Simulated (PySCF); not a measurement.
# Working out the ionisation energy of Ge+

Ge+ [Ar] 3d10 4s2 4p1 (2P) → Ge(2+) [Ar] 3d10 4s2 (1S). Calculation: PySCF 2.14, in dyall-av2z (16s12p8d, 92 functions); no relativity, point nucleus. Frozen: [Ar] 3d10; the 34 highest virtual orbitals dropped. Energies in hartree (1 hartree = 27.21139 eV):

```csv
part,Ge+ (lower),Ge(2+) (upper)
UHF,-2075.065338,-2074.506447
MP2 opposite-spin,-0.031461,-0.027555
MP2 same-spin,-0.002269,0.000000
```

Problem. What does Hartree-Fock give?

Solution. (-2074.506447) − (-2075.065338) = 0.558891 hartree = 15.208 eV.

Problem. What do MP2 and SCS-MP2 (6/5 opposite-spin, 1/3 same-spin) give?

Solution. The opposite-spin parts differ by 0.106 eV and the same-spin parts by 0.062 eV. MP2: 15.208 + (0.106) + (0.062) = 15.376 eV. SCS-MP2: 15.208 + 1.2 × (0.106) + (0.062)/3 = 15.356 eV.

Measured between the centres of the two terms (NIST): 15.789 eV, so MP2 (valence) is off by -0.413 eV.

The calculation is non-relativistic.

A double-zeta basis recovers only part of the correlation energy.

What remains against the reference includes basis incompleteness, the frozen core and correlation beyond second order.
